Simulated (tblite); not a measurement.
C7H12FOP.
Z-matrix (Å and degrees, GFN2-xTB geometry), rows numbered from 1:
```
C 
C   1  1.5313
C   2  1.5294  1  110.49
C   2  1.5033  1  110.73  3  -123.20
C   4  1.3292  2  124.77  1  -111.55
F   5  1.3506  4  122.97  2    -0.28
C   5  1.4944  4  120.31  2   179.83
P   7  1.8377  5  100.84  4   -17.31
O   8  1.4615  7  118.63  5   149.61
C   4  1.5041  2  121.54  1    69.35
H   1  1.0872  2  109.79  3   -60.64
H   1  1.0874  2  110.63  3   179.67
H   1  1.0877  2  110.97  3    58.91
H   2  1.0950  1  108.28  3   119.02
H   3  1.0875  2  110.83  1   -58.21
H   3  1.0871  2  109.83  1    61.48
H   3  1.0874  2  110.61  1  -178.87
H   7  1.0957  5  112.11  4    98.62
H   7  1.0913  5  112.17  4  -139.47
H   8  1.3955  7  103.52  5   -81.99
H  10  1.0906  4  112.90  2   -39.55
H  10  1.0958  4  111.63  2    82.22
```

Computed with GFN2-xTB (tblite): harmonic, unscaled wavenumbers at the GFN2-xTB geometry, gas phase. Against measured fundamentals such values can be off by several per cent, at times by over 20. Modes of hydrogen on phosphorus can be 10 to 20 % off. One conformer, not necessarily the lowest.

Harmonic wavenumbers (cm⁻¹): 38.6, 58.7, 128.2, 158.7, 197.4, 231.2, 233.6, 247.9, 288.0, 317.9, 361.7, 391.2, 408.7, 501.1, 537.0, 548.6, 685.6, 736.0, 744.1, 796.0, 814.2, 890.4, 927.3, 944.2, 947.6, 984.9, 1009.7, 1040.9, 1053.2, 1069.8, 1126.1, 1133.8, 1163.9, 1176.5, 1232.6, 1283.2, 1299.9, 1304.5, 1332.7, 1403.2, 1411.3, 1415.9, 1418.8, 1492.3, 1496.9, 1504.2, 1504.9, 1728.6, 2275.3, 2914.0, 2916.9, 2948.9, 2972.9, 2976.3, 3031.6, 3036.8, 3038.2, 3040.6, 3044.6, 3046.4.

A = 1738, B = 771.3, C = 618.7 MHz; mass 162.061 u (most abundant isotopes); point group C1, symmetry number 1.

What is the zero-point energy?

½Σν̃ = 38482 cm⁻¹ = 110.03 kcal/mol.

What is S at 273.15 K and 1 bar for an ideal gas of classical rigid rotors and harmonic oscillators?

Translation 40.75, rotation 30.08, vibration 30.23: S = 101.1 cal/(mol K).

And Cp and H(273.15 K) − H(0)?

Cp = 40.98 cal/(mol K), of which vibrations give 33.03 (their classical limit is 60 R = 119.2); H(273.15 K) − H(0) = 6.64 kcal/mol without the zero-point energy, 4.47 from vibrations.

What must be added to the electronic energy to get the Gibbs energy at 273.15 K and 1 bar?

ZPE + [H(273.15 K) − H(0)] − T·S = 110.03 + 6.64 − 27.60 = 89.07 kcal/mol.

How do the functions run with temperature in this model?

```
T (K)  S (cal/(mol K))  Cp (cal/(mol K))  H − H(0) (kcal/mol)  G − H(0) (kcal/mol)  ln q(vib)
  100             72.0              20.0                 1.33                -5.87       1.89
  200             89.7              32.2                 3.96               -13.98       4.79
  300            105.0              44.2                 7.78               -23.73       7.79
  500            133.0              65.9                18.90               -47.59      13.83
  800            169.0              87.0                42.14               -93.06      22.59
 1000            189.4              96.1                60.49              -128.94      28.05
```

q(vib) and H(0) count from the zero-point level.

Blend soft modes into free rotors: weight 1/[1 + (100 cm⁻¹/ν̃)⁴] for the oscillator and the rest for a rotor with moment μB/(μ + B), μ = h/(8π²ν), B = 10⁻⁴⁴ kg m². What vibrational entropy results?

27.86 cal/(mol K) in place of 30.23, which changes −T·S at 273.15 K by +0.65 kcal/mol.

Which modes carry the vibrational entropy at 273.15 K?

38.6 cm⁻¹: 5.16; 58.7 cm⁻¹: 4.33; 128.2 cm⁻¹: 2.80; 158.7 cm⁻¹: 2.40; 197.4 cm⁻¹: 2.00; 231.2 cm⁻¹: 1.71 cal/(mol K); the other 54 give 11.83 together.

Hindered rotation and anharmonicity are outside this model. Other conformers, if any are populated, would add a mixing term that is left out. The structure is chiral; the term R ln 2 for an equal mix with its mirror image is left out.
